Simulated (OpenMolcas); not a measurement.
Worked example: vertical energy of the triplet above the singlet of NaI (Sodium Iodide)

The species is NaI (2 atoms), meant as a singlet with charge 0. As SMILES, `[Na][I]`. The shape is that of a PBE0-D4/def2-TZVP optimisation.

```xyz
2

Na    0.0000    0.0000    0.0443
I     0.0000    0.0000    2.7588
```

Both states at this one shape; open shells run unrestricted unless said. 1 Eh = 27.2114 eV.

| level | program | singlet NaI (Eh) | triplet NaI (Eh) |
| --- | --- | --- | --- |
| BLYP/def2-TZVP (core potential) | OpenMolcas | -460.019773 | -459.887592 |
| M06-L/def2-TZVP (core potential) | OpenMolcas | -460.236062 | -460.085672 |

**Question.** Work out the vertical gap, second state less first, at each level.

**Answer.** 
1. BLYP/def2-TZVP (core potential): -459.887592 − (-460.019773) = 0.132181 Eh = 3.60 eV.
2. M06-L/def2-TZVP (core potential): -460.085672 − (-460.236062) = 0.150390 Eh = 4.09 eV.

No measured value is set beside it here; the levels span 3.60 to 4.09 eV. Spin-orbit coupling, which splits open shells on such heavy atoms by tenths of an eV, is left out.
